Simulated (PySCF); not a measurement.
## Name the molecule from its bond curve

A diatomic of charge +1 contains Be. Its singlet curve at BLYP in a triple-zeta basis (no relativity, PySCF), in eV from the separated fragments:

(R (Å), E (eV)): (1.133, -4.956), (1.185, -5.635), (1.238, -6.032), (1.278, -6.187), (1.317, -6.249), (1.357, -6.236), (1.409, -6.128), (1.475, -5.890), (1.554, -5.503), (1.659, -4.897)

The fit gives ωe = 1407 cm⁻¹ and the rotational constant Bₑ = 1.562 cm⁻¹.

Question: Which atom is the partner?

Answer: The minimum lies at 1.329 Å, so the reduced mass is 16.8576 u Å² cm⁻¹/(Bₑ·Re²) = 6.110 u. With Be at 9.01 u the partner weighs about 19.0 u: F. The molecule is BeF⁺.
